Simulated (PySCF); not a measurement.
OSr, singlet, at a GFN2-xTB geometry (such geometries of metal compounds can be far from the true shape) (core potentials on Sr); PBE/def2-SVP, polarisability by finite fields (PySCF).

The PySCF input:
```python
from pyscf import gto, scf, dft

mol = gto.Mole()
mol.atom = '''
    Sr   -0.000000   -0.000000   -0.347963
    O     0.000000    0.000000    1.652826
'''
mol.basis = 'def2-svp'
mol.ecp = {'Sr': 'def2-svp'}
mol.charge = 0
mol.spin = 0
mol.verbose = 4
mol.build()

mf = dft.RKS(mol)
mf.xc = 'pbe'
mf.conv_tol = 1e-11
mf.kernel()
h0, z, done = mf.get_hcore(), mol.intor('int1e_r')[2], []
def energy(F):
    f = mf.copy()
    f.scf_summary = {}
    f.get_hcore = lambda *a: h0 + F * z
    e = f.kernel(mf.make_rdm1())
    done.append(f.converged)
    return e
F = 0.05
alpha = -(energy(F) + energy(-F) - 2 * mf.e_tot) / F**2
print('alpha_zz =', alpha)
```

What the program printed (banner, timings and long lists left out):

```
PySCF version 2.14.0

[INPUT] verbose = 4
[INPUT] num. atoms = 2
[INPUT] num. electrons = 18
[INPUT] charge = 0
[INPUT] spin (= nelec alpha-beta = 2S) = 0
[INPUT] symmetry False subgroup None
[INPUT] Mole.unit = angstrom
[INPUT] Symbol           X                Y                Z      unit          X                Y                Z       unit  Magmom
[...]
nuclear repulsion = 21.1587413133519
number of shells = 15
number of NR pGTOs = 73
number of NR cGTOs = 37
basis = def2-svp
ecp = {'Sr': 'def2-svp'}

******** <class 'pyscf.dft.rks.RKS'> ********
method = RKS
initial guess = minao
damping factor = 0
level_shift factor = 0
DIIS = <class 'pyscf.scf.diis.CDIIS'>
diis_start_cycle = 1
diis_space = 8
diis_damp = 0
SCF conv_tol = 1e-11
SCF conv_tol_grad = None
SCF max_cycles = 50
direct_scf = True
direct_scf_tol = 1e-13
XC library pyscf.dft.libxc version 7.1.2
    S. Lehtola, C. Steigemann, M. J. T. Oliveira, and M. A. L. Marques,  SoftwareX 7, 1–5 (2018)
XC functionals = pbe
    J. P. Perdew, K. Burke, and M. Ernzerhof,  Phys. Rev. Lett. 77, 3865 (1996)
    J. P. Perdew, K. Burke, and M. Ernzerhof,  Phys. Rev. Lett. 78, 1396 (1997)
    J. P. Perdew, K. Burke, and M. Ernzerhof,  Phys. Rev. Lett. 77, 3865 (1996)
    J. P. Perdew, K. Burke, and M. Ernzerhof,  Phys. Rev. Lett. 78, 1396 (1997)
radial grids:
    Treutler-Ahlrichs [JCP 102, 346 (1995); DOI:10.1063/1.469408] (M4) radial grids

becke partition: Becke, JCP 88, 2547 (1988); DOI:10.1063/1.454033
pruning grids: <function nwchem_prune>
grids dens level: 3
symmetrized grids: False
atomic radii adjust function: <function treutler_atomic_radii_adjust>
small_rho_cutoff = 0
Set gradient conv threshold to 3.16228e-06
Initial guess from minao.
tot grids = 35992
init E= -93.6413063921949
[...]
cycle= 1 E= -104.056596577291  delta_E= -10.4  |g|= 2.42  |ddm|= 3.63

WARN: HOMO -0.248287048894953 == LUMO -0.248268287853355

cycle= 2 E= -91.2042244827797  delta_E= 12.9  |g|=  3.4  |ddm|= 7.52
[...]
cycle= 3 E= -103.906775511011  delta_E= -12.7  |g|= 2.67  |ddm|= 6.92
[...]
cycle= 4 E= -104.354428983623  delta_E= -0.448  |g|= 2.31  |ddm|= 0.362
[...]
cycle= 5 E= -105.296621106184  delta_E= -0.942  |g|= 1.44  |ddm|= 1.21
[...]
cycle= 6 E= -105.342516342202  delta_E= -0.0459  |g|= 1.34  |ddm|= 0.115
[...]
cycle= 7 E= -105.605955333008  delta_E= -0.263  |g|= 0.816  |ddm|= 0.537
[...]
cycle= 8 E= -104.463870534438  delta_E= 1.14  |g|= 2.06  |ddm|=  2.4
[...]
cycle= 9 E= -105.763004405319  delta_E= -1.3  |g|= 0.0736  |ddm|= 2.16
[...]
cycle= 10 E= -105.763096280575  delta_E= -9.19e-05  |g|= 0.061  |ddm|= 0.195
[...]
cycle= 11 E= -105.764112450356  delta_E= -0.00102  |g|= 0.0274  |ddm|= 0.0759
[...]
cycle= 12 E= -105.764292453461  delta_E= -0.00018  |g|= 0.00289  |ddm|= 0.0217
[...]
cycle= 13 E= -105.764294953811  delta_E= -2.5e-06  |g|= 0.000183  |ddm|= 0.00469
[...]
cycle= 14 E= -105.764294955234  delta_E= -1.42e-09  |g|= 0.000183  |ddm|= 0.000172
[...]
cycle= 15 E= -105.764294964275  delta_E= -9.04e-09  |g|= 1.05e-05  |ddm|= 0.000224
[...]
cycle= 16 E= -105.764294964303  delta_E= -2.82e-11  |g|= 8.85e-07  |ddm|= 9.52e-06
[...]
cycle= 17 E= -105.764294964303  delta_E= -2.84e-14  |g|= 6.91e-08  |ddm|= 7.64e-07
[...]
Extra cycle  E= -105.764294964303  delta_E= 1.42e-14  |g|= 4.8e-07  |ddm|= 5.33e-07
converged SCF energy = -105.764294964303

******** <class 'pyscf.dft.rks.RKS'> ********
method = RKS
initial guess = minao
damping factor = 0
level_shift factor = 0
DIIS = <class 'pyscf.scf.diis.CDIIS'>
diis_start_cycle = 1
diis_space = 8
diis_damp = 0
SCF conv_tol = 1e-11
SCF conv_tol_grad = None
SCF max_cycles = 50
direct_scf = True
direct_scf_tol = 1e-13
XC library pyscf.dft.libxc version 7.1.2
    S. Lehtola, C. Steigemann, M. J. T. Oliveira, and M. A. L. Marques,  SoftwareX 7, 1–5 (2018)
XC functionals = pbe
    J. P. Perdew, K. Burke, and M. Ernzerhof,  Phys. Rev. Lett. 77, 3865 (1996)
    J. P. Perdew, K. Burke, and M. Ernzerhof,  Phys. Rev. Lett. 78, 1396 (1997)
[...]
[...]
cycle= 32 E= -104.099110303639  delta_E= 0.0881  |g|= 1.47  |ddm|= 0.121
[...]
cycle= 33 E= -104.329651714483  delta_E= -0.231  |g|= 1.21  |ddm|= 0.33
[...]
cycle= 34 E= -98.3394334297341  delta_E= 5.99  |g|= 2.07  |ddm|= 6.07
[...]
cycle= 35 E= -104.694712781357  delta_E= -6.36  |g|= 0.47  |ddm|= 3.77

WARN: HOMO -0.240221535044766 == LUMO -0.240221535044726

cycle= 36 E= -104.587536552079  delta_E= 0.107  |g|= 0.725  |ddm|= 2.41
[...]
cycle= 37 E= -104.614880077687  delta_E= -0.0273  |g|= 0.666  |ddm|=  1.8
[...]
cycle= 38 E= -104.652230658472  delta_E= -0.0374  |g|= 0.791  |ddm|= 4.01
[...]
cycle= 39 E= -104.515953536426  delta_E= 0.136  |g|= 0.98  |ddm|= 0.452
[...]
cycle= 40 E= -104.60374463176  delta_E= -0.0878  |g|= 0.851  |ddm|= 0.286
[...]
cycle= 41 E= -104.594462263882  delta_E= 0.00928  |g|= 0.887  |ddm|= 0.0726
[...]
cycle= 42 E= -104.630701911792  delta_E= -0.0362  |g|= 0.842  |ddm|= 0.147
[...]
cycle= 43 E= -104.270455698754  delta_E= 0.36  |g|= 1.31  |ddm|= 0.816
[...]
cycle= 44 E= -104.518963779499  delta_E= -0.249  |g|= 1.07  |ddm|= 0.714
[...]
cycle= 45 E= -104.471787822746  delta_E= 0.0472  |g|= 0.941  |ddm|= 4.65
[...]
cycle= 46 E= -104.320442728914  delta_E= 0.151  |g|= 1.17  |ddm|= 1.79

WARN: HOMO -0.202398596699734 == LUMO -0.201734041488947

cycle= 47 E= -104.542450262165  delta_E= -0.222  |g|= 0.803  |ddm|= 0.479
[...]
cycle= 48 E= -104.817555306201  delta_E= -0.275  |g|= 0.489  |ddm|=  4.3

WARN: HOMO -0.2653055949023 == LUMO -0.26525704891805

cycle= 49 E= -104.856700539659  delta_E= -0.0391  |g|= 0.236  |ddm|= 1.21
[...]
cycle= 50 E= -104.617118294735  delta_E= 0.24  |g|= 0.907  |ddm|= 2.15
SCF not converged.
SCF energy = -104.617118294735

******** <class 'pyscf.dft.rks.RKS'> ********
method = RKS
initial guess = minao
damping factor = 0
level_shift factor = 0
DIIS = <class 'pyscf.scf.diis.CDIIS'>
diis_start_cycle = 1
diis_space = 8
diis_damp = 0
SCF conv_tol = 1e-11
SCF conv_tol_grad = None
SCF max_cycles = 50
direct_scf = True
direct_scf_tol = 1e-13
XC library pyscf.dft.libxc version 7.1.2
    S. Lehtola, C. Steigemann, M. J. T. Oliveira, and M. A. L. Marques,  SoftwareX 7, 1–5 (2018)
XC functionals = pbe
    J. P. Perdew, K. Burke, and M. Ernzerhof,  Phys. Rev. Lett. 77, 3865 (1996)
    J. P. Perdew, K. Burke, and M. Ernzerhof,  Phys. Rev. Lett. 78, 1396 (1997)
    J. P. Perdew, K. Burke, and M. Ernzerhof,  Phys. Rev. Lett. 77, 3865 (1996)
    J. P. Perdew, K. Burke, and M. Ernzerhof,  Phys. Rev. Lett. 78, 1396 (1997)
radial grids:
    Treutler-Ahlrichs [JCP 102, 346 (1995); DOI:10.1063/1.469408] (M4) radial grids

becke partition: Becke, JCP 88, 2547 (1988); DOI:10.1063/1.454033
pruning grids: <function nwchem_prune>
grids dens level: 3
symmetrized grids: False
atomic radii adjust function: <function treutler_atomic_radii_adjust>
small_rho_cutoff = 0
Set gradient conv threshold to 3.16228e-06
init E= -106.836194172086
[...]
cycle= 1 E= -106.838857316666  delta_E= -0.00266  |g|= 0.556  |ddm|= 1.29
[...]
cycle= 2 E= -103.065732253672  delta_E= 3.77  |g|= 3.04  |ddm|= 6.36
[...]
cycle= 3 E= -106.915558175749  delta_E= -3.85  |g|= 0.171  |ddm|= 6.16
[...]
cycle= 4 E= -106.92402200195  delta_E= -0.00846  |g|= 0.0541  |ddm|= 0.672
[...]
cycle= 5 E= -106.9253202302  delta_E= -0.0013  |g|= 0.00324  |ddm|= 0.156
[...]
cycle= 6 E= -106.925320678821  delta_E= -4.49e-07  |g|= 0.00239  |ddm|= 0.00799
[...]
cycle= 7 E= -106.925321724854  delta_E= -1.05e-06  |g|= 0.00135  |ddm|= 0.00296
[...]
cycle= 8 E= -106.925322104194  delta_E= -3.79e-07  |g|= 0.000468  |ddm|= 0.00144
[...]
cycle= 9 E= -106.925322155008  delta_E= -5.08e-08  |g|= 5.25e-05  |ddm|= 0.00074
[...]
cycle= 10 E= -106.925322155707  delta_E= -6.98e-10  |g|= 2.31e-06  |ddm|= 0.000122
[...]
cycle= 11 E= -106.925322155709  delta_E= -1.76e-12  |g|= 1.19e-07  |ddm|= 6.6e-06
[...]
Extra cycle  E= -106.925322155708  delta_E= 3.13e-13  |g|= 6.12e-07  |ddm|= 1.4e-06
converged SCF energy = -106.925322155708
alpha_zz = 5.540208734521456
```

The run did not converge; its last values are not results.
